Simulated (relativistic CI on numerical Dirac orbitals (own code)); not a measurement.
**Radial parameters of Er³⁺**

Calculated at this level of theory: Dirac-Coulomb-Breit CI, KLI orbitals optimised for each configuration, model QED, valence Slater integrals scaled by 0.85, P86 correlation energy added to each configuration (own radial code, finite nucleus).

Slater integrals F^k, G^k are unscaled and averaged over j, outside the closed core [Kr] 4d10 5s2; ζ comes from projecting the Hamiltonian with its Breit term on Σ l·s of the shell.

- 4f11 5p6: F^2(4f,4f) = 126380, F^4(4f,4f) = 79060, F^6(4f,4f) = 56814, ζ(4f) = 2372.6 cm⁻¹; <r>(4f) = 0.7624, <r^2>(4f) = 0.7534 (bohr units).
- 4f10 5p6 5d: F^2(4f,4f) = 132840, F^4(4f,4f) = 83432, F^6(4f,4f) = 60049, ζ(4f) = 2508.8, F^2(4f,5d) = 31016, F^4(4f,5d) = 14946, G^1(4f,5d) = 13540, G^3(4f,5d) = 11244, G^5(4f,5d) = 8630.7, ζ(5d) = 1387.1 cm⁻¹; <r>(4f) = 0.7302, <r^2>(4f) = 0.6785, <r>(5d) = 1.995, <r^2>(5d) = 4.578 (bohr units).
- 4f10 5p6 6s: F^2(4f,4f) = 133390, F^4(4f,4f) = 83804, F^6(4f,4f) = 60325, ζ(4f) = 2504.2, G^3(4f,6s) = 3482.4 cm⁻¹; <r>(4f) = 0.7273, <r^2>(4f) = 0.6712, <r>(6s) = 2.929, <r^2>(6s) = 9.546 (bohr units).

In this model ζ of a weakly bound d, f or g electron outside closed shells comes out too small, for d by up to a factor of two or three and at times with the wrong sign; that of an outer p electron is too small as well.

For a near-neutral ion this model can misplace configurations by up to about 10,000 cm⁻¹ (more where the count of f electrons changes) and terms by 10 to 25 % of their spread. Rates follow the energies as ν³ (E1, M1) or ν⁵ (E2), so they and the lifetimes can be off by large factors. The fine structure of a lone outer electron comes out too small, for d and f at times inverted, and misplaced configurations move strength between like terms. 7 of the 8 excited levels that our extract of the measured tables holds in this range could be paired (the sources list more); they are missed by 635 cm⁻¹ on average and 1711 at most, and levels without a partner can miss by more. Some levels of the ground configuration have no partner and can miss by 10 % or more.

Averages of the first 8 configurations, taken without configuration mixing, which lowers the lowest level and can move excited configurations by several eV; other configurations of the list can lie among them:

```
Configuration  Parity  States  Average energy above the lowest level (eV)
     4f11 5p6     odd     364                                         4.6
  4f10 5p6 5d    even   10010                                        14.7
  4f10 5p6 6s    even    2002                                        18.1
  4f10 5p6 6p     odd    6006                                        24.1
     4f13 5p4     odd     210                                        56.7
     4f12 5p5     odd     546                                        29.3
  4f10 5p6 7s    even    2002                                        31.8
  4f10 5p6 7p     odd    6006                                        34.3
```
